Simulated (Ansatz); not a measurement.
`CN[AsH]O` + `S[SiH2][GeH3]` → `CS[SiH2][GeH3]` + `N[AsH]O`  (substitution at a C–N bond)

Calculated with Ansatz (gas phase, PBE0-D4/def2-TZVP geometries, no zero-point term in ΔE). CCSD(T)/CBS is the MP2 limit (def2-TZVPP, def2-QZVPP) plus CCSD(T) − MP2 in def2-TZVPP, frozen cores. DFT in def2-TZVPP. For As, Ge outer-core shells are correlated without core-valence functions, which leaves a few kJ/mol of doubt a bond. Scalar relativity is left out up to krypton. One conformer a species, not always the lowest.

```tsv
level	ΔE (eV)
r2SCAN-D4	-0.23
B2PLYP	-0.20
```

Question: What does CCSD(T)/CBS give? (An estimate is asked.)

Answer: Computed: -0.22 eV. The listed levels differ from it by -0.01, 0.02 eV.

Largest T1 diagnostic among the species: 0.012.
